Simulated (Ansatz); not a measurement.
# Worked example: C2H8InN → C2H7InN + H

Species: C2H8InN `C[CH2][InH][NH2]`, singlet; C2H7InN `C[CH2][In][NH2]`, doublet; H atom, doublet. 

Shapes, held fixed at every level: PBE0-D4/def2-TZVP. Flexible molecules stand in one conformer, not always the lowest. Programs: Ansatz 0.2.0. Electronic energies: no zero-point or thermal term.

At CCSD(T)/def2-TZVPP; 1 Eh = 2625.50 kJ/mol:

| species | energy (Eh) |
| --- | --- |
| C2H8InN | -325.027831 |
| C2H7InN | -324.409540 |
| H | -0.499810 |

Question: Work out ΔE of the reaction at this level.

Answer: 
1. Products less reactants: (-324.409540) + (-0.499810) − [(-325.027831)] = 0.118481 Eh = +311.1 kJ/mol.

Other levels give +287.8 (PBE-D4/def2-TZVPP) to +319.2 kJ/mol (wB97X-V/def2-TZVPP). No measured value is set beside it here. Open shells run unrestricted. For atoms past krypton def2 sets carry core potentials with scalar relativity. Outer-core shells of In are correlated in most correlated rows, in sets that cover them unevenly.
